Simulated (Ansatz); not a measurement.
BClFH₂N (`NB(F)Cl`), relaxed with RKS PBE0-D4/def2-TZVP in Ansatz 0.2.0 from a PBE-D4/def2-SVP geometry. The force threshold is 0.005 eV/Å; the program also tests the step.

The species carries charge 0 and has multiplicity 1.

Start:

```xyz
6

N     0.379    0.376    0.578
B    -0.200   -0.301   -0.502
F     0.549   -0.705   -1.538
Cl   -1.946   -0.649   -0.536
H    -0.159    0.696    1.382
H     1.377    0.583    0.615
```

Task: By how much does the energy fall, and how many steps does the optimiser take? (Estimate.)

Result: Computed: 0.02 eV, in 4 steps.

Task: Which bonds change most? (Best estimate.)

Result: Ansatz gave: B2–Cl4 from 1.781 to 1.766 Å; N1–H5 from 1.018 to 1.003 Å; N1–H6 from 1.020 to 1.005 Å; N1–B2 from 1.400 to 1.388 Å.

Task: Give the relaxed structure. (An estimate is asked.)

Result: Computed: 
```xyz
6

N     0.377    0.373    0.575
B    -0.198   -0.298   -0.495
F     0.544   -0.697   -1.521
Cl   -1.929   -0.644   -0.533
H    -0.154    0.689    1.366
H     1.361    0.577    0.609
```
